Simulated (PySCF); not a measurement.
CH5S, charge +1, singlet, at a GFN2-xTB geometry. Base run: CCSD(T)/STO-3G in PySCF.

Here is a job for PySCF.
```python
from pyscf import gto, scf, cc

mol = gto.Mole()
mol.atom = '''
    C    -1.13733988   -0.15488493    0.31956678
    S     0.57631004    0.06030404   -0.26311906
    H    -1.76532359    0.54315093   -0.22980945
    H    -1.44558655   -1.16978631    0.07792438
    H    -1.21784394    0.02192839    1.38740599
    H     0.83830333    1.23610769    0.35754640
    H     1.19352933   -0.66695567    0.69943691
'''
mol.basis = 'sto-3g'
mol.charge = 1
mol.verbose = 5
mol.build()

mf = scf.RHF(mol)
mf.kernel()

mycc = cc.CCSD(mf)
mycc.kernel()
et = mycc.ccsd_t()
print('E(CCSD(T)) = %.10f' % (mycc.e_tot + et))
```

Each row names what was changed in the base input (with any setting that the change needs).

| change | ΔE vs base (mEh) | MP2 correlation (Eh) | CC correlation without the perturbative part (Eh) | basis functions |
|---|---|---|---|---|
| base | 0.000 | -0.09293 | -0.12788 | 19 |
| cc.diis_space = 10 | 0.000 | -0.09293 | -0.12788 | 19 |
| density fitting = JK and correlation | -0.295 | -0.09289 | -0.12786 | 19 |
| method = mp2 | 35.539 | -0.09293 | - | 19 |
| cc.diis_space = 3 | 0.000 | -0.09293 | -0.12788 | 19 |
| frozen = 7 | … | … | … | 19 |
| cc.conv_tol = 1e-5 | 0.000 | -0.09293 | -0.12788 | 19 |
| method = cisd | … | - | - | 19 |
| cc.conv_tol = 1e-9 | 0.000 | -0.09293 | -0.12788 | 19 |
| frozen = 5 | … | … | … | 19 |

Q: Fill in the missing entries.

A: 
- frozen = 7, ΔE vs base (mEh): 18.598
- frozen = 7, MP2 correlation (Eh): -0.07934
- frozen = 7, CC correlation without the perturbative part (Eh): -0.10938
- method = cisd, ΔE vs base (mEh): 8.020
- frozen = 5, ΔE vs base (mEh): 1.214
- frozen = 5, MP2 correlation (Eh): -0.09156
- frozen = 5, CC correlation without the perturbative part (Eh): -0.12671
